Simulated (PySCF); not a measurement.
Fe²⁺ (iron, charge +2) across methods

[Ar] 3d6, high-spin 5D determinant. Calculation: PySCF 2.14, in aug-cc-pVTZ (8s7p5d3f2g, 93 functions); no relativity, point nucleus.

```csv
method,E (hartree),mean ε 3p β (eV),mean ε 3d α (eV),mean ε 3d β (eV),Σ⟨r²⟩ (bohr²),⟨S²⟩
LC-wPBE,-1262.606,-80.763,-32.532,-28.937,16.20,6.001
PBE0,-1262.586,-78.455,-29.909,-25.961,16.10,6.002
PBEsol,-1261.370,-75.057,-27.364,-23.674,16.28,6.001
M06,-1262.742,-78.624,-29.867,-25.242,16.07,6.006
PBE,-1262.538,-75.157,-27.368,-23.851,16.29,6.001
UHF,-1261.66452,-86.942,-36.883,-31.293,15.79,6.004
LDA,-1260.292,-75.332,-27.647,-23.860,16.32,6.002
PW91,-1262.870,-75.252,-27.449,-23.975,16.28,6.001
```

(1) Estimate the same row for r2SCAN.

Answers

(1) E (hartree) = -1262.773; mean ε 3p β (eV) = -75.976; mean ε 3d α (eV) = -27.713; mean ε 3d β (eV) = -23.831; Σ⟨r²⟩ (bohr²) = 16.11; ⟨S²⟩ = 6.002.
